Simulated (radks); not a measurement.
Problem. Neutral strontium, [Kr] 5s2. Method: non-relativistic Kohn-Sham, PBE, spin-polarised, spherical densities, point nucleus; computed with a radial shooting solver on a logarithmic mesh with Libxc functionals. Every spin shell is full or empty, so the densities are truly spherical. Functionals are evaluated on that one density, not self-consistently. Rank these orbital-free kinetic functionals by their error against the exact value of the orbitals, and give that value: Thomas-Fermi, von Weizsacker, TF + vW/9, TF + vW/5, LC94, APBEK, revAPBEK, Thakkar, Pearson, LKT, PG1, DePristo-Kress, Ernzerhof.

Solution. Exact: 3131.29 hartree. From best to worst, with 100 (|E| - |E exact|)/|E exact| (equal figures are ties): LC94 +0.06, DePristo-Kress -0.06, APBEK +0.13, revAPBEK +0.34, Ernzerhof -0.37, Thakkar -0.48, TF + vW/9 -0.70, Pearson -1.02, TF + vW/5 +3.34, Thomas-Fermi -5.76, PG1 +16.84, LKT +21.34, von Weizsacker -54.48.
